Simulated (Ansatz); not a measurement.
GaH2, SMILES `[GaH2]` radical. Total charge 0; spin multiplicity 2. All single points use the PBE0-D4/def2-TZVP geometry.

```xyz
3

Ga   -0.387    0.192   -0.300
H     0.671    1.187    0.354
H    -0.283   -1.379   -0.054
```

Problem. What is the dipole moment at r2SCAN/def2-TZVPP? (An estimate is asked.)

Solution. The calculation gave: 0.25 D, with components (-0.19, 0.09, -0.15) D in this frame, pointing from negative to positive charge.

Problem. And with PBE, B3LYP, ωB97M-V? (Estimate.)

Solution. Computed: PBE 0.21 D, B3LYP 0.30 D, ωB97M-V 0.32 D.

Problem. Give the Mulliken charges with r2SCAN, PBE, ωB97M-V in def2-TZVPP. (Best estimate.)

Solution. Computed: 
```json
{"atom": "Ga1", "r2SCAN": "0.15", "PBE": "0.08", "ωB97M-V": "0.09"}
{"atom": "H2", "r2SCAN": "-0.08", "PBE": "-0.04", "ωB97M-V": "-0.05"}
{"atom": "H3", "r2SCAN": "-0.08", "PBE": "-0.04", "ωB97M-V": "-0.05"}
```

B3LYP here is the variant with VWN-RPA as its local correlation; programs differ in this.
